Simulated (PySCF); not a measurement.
Species: C2H6AlFO2.
SMILES: `C[O][Al]([F])[O]C`

Torsions of this conformer, `[CH3:1][O:2][Al:3]([F:4])[O:5][CH3:6]`: C1–O2–Al3–F4 2°, O2–Al3–O5–C6 -3°.

The closed-shell ground state was solved at several levels (PySCF, density fitting, gas phase, non-relativistic). Isolated species at its PBE0-D3(BJ)/def2-SVP geometry (one conformer only).

```csv
level,basis functions,total energy (Eh),HOMO (eV),LUMO (eV),gap (eV),dipole (D)
HF/pcSseg-1,139,-570.4203,-12.06,2.57,14.63,2.29
BP86/pcSseg-1,139,-572.6833,-6.64,-1.33,5.31,2.07
PBE0/cc-pVDZ,118,-572.2256,-8.03,-0.43,7.60,2.04
PBE0/def2-TZVP,228,-572.3848,-8.17,-0.58,7.59,1.92
B97-D/pcSseg-1,139,-572.4527,-6.58,-1.19,5.39,2.05
"PBE0/6-311+G(2d,p)",206,-572.3465,-8.21,-0.88,7.33,2.03
B97-2/pcSseg-1,139,-572.5547,-7.85,-0.44,7.41,2.12
PBE0/pcSseg-1,139,-572.1908,-8.12,-0.47,7.65,2.14
BHandHLYP/pcSseg-1,139,-572.5036,-9.63,0.30,9.93,2.21
PBE0/def2-SVP,118,-571.8996,-7.99,-0.34,7.65,1.99
BLYP/pcSseg-1,139,-572.5996,-6.42,-1.31,5.11,2.04
PBE0/cc-pVTZ,268,-572.3661,-8.14,-0.54,7.60,1.90
```

(1) What might B3LYP/pcSseg-1 (139 basis functions) give for the same quantities?

(2) Over all these levels, which gives the widest orbital gap and which the narrowest?

(3) How much does the basis alone move the frontier levels among the 6 PBE0 rows?

(4) In the pcSseg-1 basis, how does the gap go with the fixed share of exact exchange?

(5) How far do the dipole and the HOMO energy spread over the levels?

Answers

(1) Total energy -572.6952 Eh, HOMO -7.85 eV, LUMO -0.77 eV, gap 7.08 eV, dipole 2.12 D.

(2) HF/pcSseg-1 (Hartree–Fock, all exact exchange) has the widest, 14.63 eV, and BLYP/pcSseg-1 (GGA) the narrowest, 5.11 eV. The two share the basis. From the narrowest to the widest the HOMO moves by -5.64 eV and the LUMO by +3.88 eV.

(3) The HOMO by 0.22 eV and the LUMO by 0.54 eV. By rising basis size (HOMO, LUMO in eV): cc-pVDZ -8.03, -0.43; def2-SVP -7.99, -0.34; pcSseg-1 -8.12, -0.47; 6-311+G(2d,p) -8.21, -0.88; def2-TZVP -8.17, -0.58; cc-pVTZ -8.14, -0.54.

(4) BLYP (0 %) 5.11 eV; BP86 (0 %) 5.31 eV; B97-D (0 %) 5.39 eV; B3LYP (20 %) 7.08 eV; B97-2 (21 %) 7.41 eV; PBE0 (25 %) 7.65 eV; BHandHLYP (50 %) 9.93 eV; HF (100 %) 14.63 eV. Each rise in the share widens the gap here.

(5) The dipole runs from 1.90 to 2.29 D (mean 2.07 D) and the HOMO from -12.06 to -6.42 eV.

The pairwise dispersion term of B97-D wasn't added to the energies; at a given geometry it leaves orbitals and properties as they are.
